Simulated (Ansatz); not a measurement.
Compare A (`OC[SiH2][SiH2]O`) with its isomer B (`CO[SiH2][SiH2]O`).

Isolated molecules relaxed with PBE0-D4/def2-TZVP in Ansatz; ΔE leaves out vibrations. CCSD(T)/CBS is the MP2 limit (def2-TZVPP, def2-QZVPP) plus CCSD(T) − MP2 in def2-TZVPP, frozen cores. DFT in def2-TZVPP. B3LYP here is the variant with VWN-RPA as its local correlation; programs differ in this. Each species was taken in one conformer, which may not be the lowest.

Task: Which isomer does CCSD(T)/CBS put lower? Give the gap. (An estimate is asked.)

Result: Computed: B, by 24.7 kcal/mol.

Task: Give E(B) − E(A) in kcal/mol with B3LYP, r2SCAN-D4, B2PLYP, BLYP-D4, PBE0-D4, HF/def2-TZVPP, LDA (SPW92). (An estimate is asked.)

Result: Ansatz gave: B3LYP -25.1, r2SCAN-D4 -24.5, B2PLYP -25.6, BLYP-D4 -24.7, PBE0-D4 -22.8, HF/def2-TZVPP -28.1, LDA (SPW92) -22.8. None reverses the order clearly.

Largest T1 diagnostic: 0.012.

In def2-TZVPP, CCSD(T) changes the Hartree–Fock value by +3.3 kcal/mol (the triples alone add +0.3 kcal/mol) and MP2 by +2.5 kcal/mol. From PBE to PBE0 (25 % exact exchange), in def2-TZVPP and without D4, E(B) − E(A) moves by −0.9 kcal/mol.
